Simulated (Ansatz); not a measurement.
Consider the ligand exchange at the Si–Cl bond: `O[Si](F)([SiH3])Cl` + H₂S → `O[Si](F)([SiH3])S` + HCl.

Program: Ansatz. Geometries: PBE0-D4/def2-TZVP. ΔE: electronic, gas phase. CCSD(T)/CBS adds triple-zeta CCSD(T) − MP2 to the extrapolated MP2 energy (def2 sets, frozen cores). This one scheme is used for every species. DFT in def2-TZVPP. B3LYP here is the variant with VWN-RPA as its local correlation; programs differ in this. Each species was taken in one conformer, which may not be the lowest.

Question: Is it downhill or uphill in electronic energy at CCSD(T)/CBS, and by how much? (An estimate is asked.)

Answer: The calculation gave: Uphill: ΔE = +43.0 kJ/mol.

Question: What do these levels give: PBE-D4, PBE0-D4, B3LYP-D4, ωB97X-V, B2PLYP, PBE, B3LYP, MP2/def2-TZVPP, CCSD/def2-TZVPP, HF/def2-QZVPP, SCS-MP2/def2-QZVPP, CCSD/CBS(def2)? (Estimate.)

Answer: Ansatz gave: PBE-D4 37.4, PBE0-D4 39.9, B3LYP-D4 43.6, ωB97X-V 44.5, B2PLYP 45.5, PBE 39.1, B3LYP 46.2, MP2/def2-TZVPP 43.0, CCSD/def2-TZVPP 44.4, HF/def2-QZVPP 55.0, SCS-MP2/def2-QZVPP 45.4, CCSD/CBS(def2) 44.8 kJ/mol.

Largest T1 diagnostic among the species: 0.013.

In def2-TZVPP, CCSD(T) changes the Hartree–Fock value by −11.8 kJ/mol (the triples alone add −1.9 kJ/mol) and MP2 by −11.3 kJ/mol.
